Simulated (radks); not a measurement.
Values are calculated unless marked as measured or tabulated.
Task: All-electron atom: the gallium ion Ga+ in [Ar] 3d(3/2: 4, 5/2: 5) 4s2 4p(1/2: 1, 3/2: 0) (not the ground configuration). Level of theory: Dirac Kohn-Sham, PBE, spin-unpolarised, spherical densities, finite nucleus; Fermi nuclear charge, rms radius 3.9973 fm (a radial shooting solver on a logarithmic mesh with Libxc functionals). Some entries of the table are withheld. Estimate them.

orbital,occ.,eigenvalue (Ry),<1/r> (bohr^-1)
1s1/2,2,-753.0784,31.30
2s1/2,2,-94.22242,6.884
2p1/2,2,-83.57023,(1)
2p3/2,4,-81.53846,(2)
3s1/2,2,-12.25200,2.206
3p1/2,2,-8.79965,(3)
3p3/2,4,-8.52799,(4)
3d3/2,4,-2.72822,1.718
3d5/2,5,-2.69173,1.706
4s1/2,2,-1.41676,0.6292
4p1/2,1,-0.82507,0.5020
4p3/2,0,-0.80879,0.4941

Result: 
(1) 2p1/2 <1/r> (bohr^-1): 6.843
(2) 2p3/2 <1/r> (bohr^-1): 6.668
(3) 3p1/2 <1/r> (bohr^-1): 2.080
(4) 3p3/2 <1/r> (bohr^-1): 2.039
